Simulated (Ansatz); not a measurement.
Correlation energies of C8H11NSi (`C=CN([SiH3])c1ccccc1`) by basis set

```xyz
21

C     2.5167    0.8704    0.6346
C     2.2232   -0.2751    0.0213
N     0.9624   -0.7870   -0.2689
Si    0.7610   -2.4548   -0.7307
C    -0.1925    0.0062   -0.0567
C    -1.2138   -0.4524    0.7664
C    -2.3758    0.2907    0.9219
C    -2.5175    1.5056    0.2736
C    -1.4925    1.9707   -0.5414
C    -0.3396    1.2264   -0.7124
H     3.5534    1.1382    0.7818
H     1.7581    1.5532    0.9944
H     3.0286   -0.9259   -0.3081
H     0.4614   -3.3553    0.4175
H     2.0469   -2.8845   -1.3355
H    -0.3578   -2.5389   -1.6993
H    -1.0916   -1.3917    1.2951
H    -3.1670   -0.0811    1.5628
H    -3.4216    2.0896    0.3992
H    -1.5989    2.9173   -1.0589
H     0.4568    1.5785   -1.3568
```

Charge 0, multiplicity 1. All single points use the PBE0-D4/def2-TZVP geometry. It is one conformer, not always the lowest. Frozen core, restricted reference, Ansatz 0.2.0. CBS rows extrapolate triple and quadruple zeta; past MP2 they add the triple-zeta difference.

```tsv
basis	HF (Eh)	MP2 corr.	CCSD corr.	(T)	CCSD(T) total
def2-SVP	-652.36361	-1.31230	-1.38916	-0.05751	-653.81028
def2-TZVPP	-652.86580	-1.60120	-1.65397	-0.08423	-654.60400
def2-QZVPP	-652.89058	-1.70453	–	–	–
CBS(def2)	-652.89399	-1.78106	-1.83384	as TZ	-654.81206
```
